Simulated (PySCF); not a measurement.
Si(F)2(H)(SH) (F2H2SSi), SMILES F[SiH](F)S. Geometry: PBE0-D3(BJ)/def2-SVP. The values are those of a single conformer.

Q: Give the equilibrium geometry at PBE0-D3(BJ)/def2-SVP (PySCF confirms it by a frequency run) as Cartesian coordinates in Å. (The exact figures need the calculation; the answer reports its results.)

A: One answer among several that fit: 
```xyz
6

Si    -0.3875     0.2270     0.3637
F     -1.5495    -0.7812    -0.1040
F     -0.5806     1.6044    -0.4489
S      1.4357    -0.7140    -0.1433
H     -0.5474     0.5439     1.7970
H      2.1724     0.2925     0.3796
```
